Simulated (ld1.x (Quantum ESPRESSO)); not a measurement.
# revPBE TM dataset for Kr (Z = 36), scalar-relativistic all-electron reference.

- Element: krypton (Kr)
- Generator: ld1.x (Quantum ESPRESSO) 7.5
- Type: norm-conserving Troullier–Martins (Kleinman–Bylander form)
- Functional: revPBE
- Relativity: scalar-relativistic
- Frozen core: [Ar] 3d10
- Valence charge: 8
- Reference configuration: 4s2 4p6
- Partial waves: 4s (bound): rc 1.00 bohr; 4p (bound): rc 1.48 bohr; 4d channel at 0.05 Ry: rc 1.30 bohr
- Local potential: all-electron potential smoothed inside 1.40 bohr (lloc = -1)
- Core correction: Bessel-smoothed model core inside 0.65 bohr

- Cutoffs needed: 120 Ry and over 300 Ry (the cutoffs (Ry, on a coarse ladder) from which the occupation-weighted sum of valence levels, in a spherical-Bessel basis at the reference potential, stays within 10 and 1 mRy of its value at 400 Ry)
- Ghost test: ghost state, extra bound levels that the all-electron valence spectrum of the same l lacks: d at -4062.0 eV; a true bound ghost makes a file unfit for plane-wave use (spherical-Bessel basis up to 400 Ry, 20 bohr box)
- Largest excitation error: +99 meV (all-electron minus pseudo) for 4s2 4p2, out of 6 test configurations
